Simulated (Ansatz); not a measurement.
Molecule: C4H4NS, net charge 0, doublet state. It need not be the lowest isomer of its formula. 
Coordinates optimised at B3LYP-D3(BJ)/def2-TZVP (Ansatz, a program for electronic structure):
```xyz
10

N     -2.2537    -0.8406    -0.0125
C     -0.9858    -0.4635     0.0052
C      0.2055    -1.2906     0.1540
C      1.3523    -0.5833     0.1291
S      1.0698     1.1238    -0.0751
C     -0.6140     0.8954    -0.1291
H     -2.3152    -1.8538     0.0978
H      0.1598    -2.3642     0.2719
H      2.3633    -0.9467     0.2175
H     -1.2965     1.7195    -0.2535
```
Charge 0, spin multiplicity 2.

Total electronic energies in hartree. Cores are frozen in the correlated levels unless marked. Open shells are spin-unrestricted. Spin-orbit coupling is left out. No relativistic terms. CBS(X,Y): correlation extrapolated as X^-3; Hartree-Fock from the larger set.

The UHF reference is spin-contaminated (<S^2> 0.37 over the pure value in the largest basis). 

```
level                                        program  energy (Eh)
------------------------------------  --------------  -----------
SVWN5/def2-TZVPD                              Ansatz   -604.59804
BLYP-D3(BJ)/def2-TZVPD                Ansatz + dftd3   -607.75679
revPBE/def2-TZVPD                             Ansatz   -607.68746
PBE0/def2-SVP                                 Ansatz   -607.05390
PBE0-D3(BJ)/def2-TZVP                 Ansatz + dftd3   -607.43303
PBE0-D3(BJ)/def2-TZVPD                Ansatz + dftd3   -607.43471
LC-wPBE-D4/def2-TZVPD                 Ansatz + dftd4   -607.55109
wB97M-V/def2-TZVPD                            Ansatz   -607.70890
B2PLYP-D4/def2-TZVPD                  Ansatz + dftd4   -607.50737
B2PLYP/def2-TZVPD                             Ansatz   -607.50014
MP2/cc-pV(T+d)Z                               Ansatz   -606.77740
MP2/CBS(cc-pV(T+d)Z,cc-pV(Q+d)Z)              Ansatz    -606.9110
RI-MP2/cc-pV(Q+d)Z                            Ansatz   -606.86139
CCSD/CBS(cc-pV(T+d)Z,cc-pV(Q+d)Z)             Ansatz    -606.9471
CCSD(T)/CBS(cc-pV(T+d)Z,cc-pV(Q+d)Z)          Ansatz    -607.0101
```

Totals of different functionals don't rank their quality; only differences between species are comparable.
